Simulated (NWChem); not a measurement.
Molecule: BHSeF₂; SMILES [SeH]B(F)F

```xyz
5

B      0.0047    -0.9491     0.0000
F      1.1359    -1.6238     0.0000
F     -1.1272    -1.6234     0.0000
Se     0.0601     0.9899     0.0000
H     -1.4037     1.1153     0.0000
```
Atoms are numbered in this order, from 1.

Results from NWChem. Geometry: optimised at PBE0/def2-SVP. B3LYP is NWChem's, with the RPA form of VWN correlation. Field at 589 nm.

### Question
What does the run give for B3LYP/aug-cc-pVDZ? Quantities: isotropic polarisability (bohr³); anisotropy (bohr³).

### Answer
- isotropic polarisability (bohr³) = 43.7
- anisotropy (bohr³) = 13.7
